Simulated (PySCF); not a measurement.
**Spinor energies of Br (bromine, neutral)**

Start: [Ar] 3d10 4s2 4p5; 4p1/2 filled at m_j = +1/2; 4p3/2 filled at m_j = -3/2, -1/2, +1/2, +3/2. Calculated with PySCF 2.14 in x2c-SVPall-2c with one added diffuse shell each of s, p, d type (6s7p4d, 47 functions): generalised Hartree-Fock with the X2C-1e Hamiltonian and a Gaussian nucleus; one run each with spin-orbit coupling (SO) screened by Boettger's factors, then bare. This is a chosen level, not necessarily the ground level.

| spinor shell | electrons | ε, screened SO (eV) | ε, bare SO (eV) | weight of nominal j (bare SO) | rms radius, bare SO (bohr) |
| --- | --- | --- | --- | --- | --- |
| 1s1/2 | 2 | -13552.5 | -13552.5 | 1.000 | 0.0493 |
| 2s1/2 | 2 | -1825.0 | -1824.9 | 1.000 | 0.205 |
| 2p1/2 | 2 | -1637.6 | -1639.6 | 1.000 | 0.180 |
| 2p3/2 | 4 | -1589.3 | -1588.3 | 1.000 | 0.184 |
| 3s1/2 | 2 | -277.51 | -277.52 | 1.000 | 0.588 |
| 3p1/2 | 2 | -210.38 | -210.70 | 1.000 | 0.601 |
| 3p3/2 | 4 | -203.19 | -203.05 | 1.000 | 0.611 |
| 3d3/2 | 4 | -86.698 | -86.978 | 1.000 | 0.648 |
| 3d5/2 | 6 | -85.621 | -85.447 | 1.000 | 0.654 |
| 4s1/2 | 2 | -27.889 | -27.893 | 0.999 | 1.83 |
| 4p1/2 | 1 | -13.647 | -13.674 | 0.985 | 2.22 |
| 4p3/2 | 4 | -12.180 | -12.172 | 0.990 | 2.30 |

```
   quantity  screened SO      bare SO
E (hartree)  -2604.03663  -2604.05108
        M_J          1/2          1/2
       ⟨J²⟩        0.838        0.829
       ⟨L²⟩        2.020        2.021
       ⟨S²⟩        0.761        0.761
```

Each row is a mean over spinors that exchange with the open shell spreads, by up to 1.814 eV (4s1/2).

⟨J²⟩ departs a little from M_J(M_J + 1) because the unrestricted spinors polarise the closed shells.
